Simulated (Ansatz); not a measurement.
Harmonic frequencies (cm⁻¹) at PBE0-D4/def2-TZVP from Ansatz: 35, 53, 87, 112, 152, 168, 224, 262, 292, 343, 377, 390, 470, 531, 554, 635, 694, 738, 754, 786, 872, 902, 1103, 1168, 1172, 1180, 1198, 1211, 1241, 1283, 1369, 1420, 1483, 1488, 1508, 1729, 1780, 3046, 3127, 3183, 3231, 3831.

Each molecule was computed in one conformer, which needn't be the lowest.

Which molecule is it?
A. `CO/C(O)=C\C(=O)C(F)(F)F`
B. `C/N=C\C=N\C`
C. `COC(=O)CC(=O)C(F)(F)F`
D. `CC(=O)CC(C)=O`

A.
